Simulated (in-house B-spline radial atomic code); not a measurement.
A run on Cu that did not converge. Method: non-relativistic revTPSS, spin-polarised, spherical fractional occupations, point nucleus; computed with an all-electron radial atomic-structure program (B-spline basis).

Command:
```bash
python run_scf.py task.json out
```
Settings:
```
Z                29
configuration    [Ne] 3s2 3p5.875 3d10 4s1 4f0.125
hamiltonian      nr
method           revtpss,revtpss
spin_polarised   True
```

First and last ten iterations of the last attempt (damped for 15 steps, keeping 80 % of the old Fock matrix, then DIIS):
```
 iter        energy (Eh)    residual
    1       -1639.765980    4.34e-02
    2       -1639.768246    2.88e-03
    3       -1639.768447    1.49e-03
    4       -1639.768459    1.08e-03
    5       -1639.768465    8.18e-04
    6       -1639.768468    6.22e-04
    7       -1639.768470    4.75e-04
    8       -1639.768471    3.63e-04
    9       -1639.768473    2.77e-04
   10       -1639.768474    2.13e-04
  111       -1639.768478    1.56e-05
  112       -1639.768474    1.52e-05
  113       -1639.768474    1.66e-05
  114       -1639.768468    1.56e-05
  115       -1639.768468    7.15e-06
  116       -1639.768468    6.80e-06
  117       -1639.768467    7.75e-06
  118       -1639.768469    1.21e-05
  119       -1639.768471    1.41e-05
  120       -1639.768470    1.23e-05
 not converged after 120 iterations
```

The smallest residual met was 5.1e-06; the threshold is about 3e-07. Over the last five steps the energy moves by less than 1e-05 hartree, but the orbitals didn't meet the threshold. Time taken, with all properties: 5.8 s on 1 thread of Arm Neoverse V1 (shared host).
